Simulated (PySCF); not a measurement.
Species: C₈H₁₄BN.
Structure used (PBE0-D3(BJ)/def2-SVP), in Å, numbered top down from 1:
```
atom  x, y, z in Å
C1    -3.6089    1.4200   -0.4879
C2    -3.2933    0.3081   -1.4830
C3    -3.1717   -1.0350   -0.7703
B4    -2.0414    0.6470   -2.4775
N5    -0.7120    0.7804   -1.5890
C6     0.0238   -0.3041   -1.3069
C7     1.1192   -0.2497   -0.4569
C8     1.4671    0.9702    0.1179
C9     0.7008    2.0930   -0.1848
C10   -0.3804    1.9596   -1.0440
H11   -2.7870    1.5639    0.2382
H12   -3.7706    2.3846   -0.9955
H13   -4.5108    1.2029    0.1115
H14   -4.1462    0.2361   -2.1844
H15   -3.0092   -1.8594   -1.4833
H16   -2.3262   -1.0450   -0.0571
H17   -4.0721   -1.2781   -0.1790
H18   -1.8157   -0.2663   -3.2674
H19   -2.1718    1.7358   -3.0316
H20   -0.2965   -1.2233   -1.7990
H21    1.6911   -1.1571   -0.2577
H22    2.3271    1.0460    0.7869
H23    0.9361    3.0725    0.2339
H24   -1.0136    2.7996   -1.3322
```

Computed, not measured: TDDFT wB97X-D/def2-SVPD, vertical, gas phase, core orbitals frozen in the response (PySCF).

Ground-to-excited transition dipoles (e·a0, same axes as the geometry; the sign carries no meaning), for the states with f of 0.002 or more among the lowest 8:

```
state  E (eV)      μx      μy      μz
   S1   4.669  -1.067  -0.146  -0.374
   S3   5.131   0.034  -0.185  -0.021
   S4   5.801  -0.132   0.724   0.084
   S5   5.898   0.279   0.056  -0.029
   S6   5.988  -0.163  -0.051   0.170
   S7   6.587   0.522   0.060   0.287
   S8   6.754  -0.040   0.231   0.026
```

Problem. Work out the oscillator strengths.

Solution. f = (2/3) ΔE |μ|² with ΔE in hartree (27.2114 eV).

| state | \|μ\|² (au) | \|μ\| (D) | f |
| --- | --- | --- | --- |
| S1 | 1.299 | 2.90 | 0.149 |
| S3 | 0.036 | 0.48 | 0.004 |
| S4 | 0.548 | 1.88 | 0.078 |
| S5 | 0.082 | 0.73 | 0.012 |
| S6 | 0.058 | 0.61 | 0.009 |
| S7 | 0.358 | 1.52 | 0.058 |
| S8 | 0.056 | 0.60 | 0.009 |

Problem. The point group is Cs. Which irreducible representation does each state belong to?

Solution. From a totally symmetric ground state, an allowed state transforms like the component of the dipole operator along its μ. Polarised normal to the mirror plane, so A″: S3, S4 and S8. Polarised in the mirror plane, so A′: S1, S5, S6 and S7.

Problem. What angle do the transition dipoles of S4 and S5 make?

Solution. |cos θ| = |μa·μb| / (|μa| |μb|) = 0.00, so θ ≈ 90° (taken between 0 and 90°, since the signs are arbitrary).

Problem. What peak molar absorption coefficient would the strongest computed level give as a lone Gaussian band 0.5 eV wide at half height?

Solution. ε(max) = 2.175×10⁸ f / FWHM, with the width in cm⁻¹. S1: 2.175×10⁸ × 0.1485 / 4033 ≈ 8000 L mol⁻¹ cm⁻¹.

The vertical ionisation energy (ΔSCF) is 8.63 eV, 1.88 eV above S8.

One conformer stands for the species.
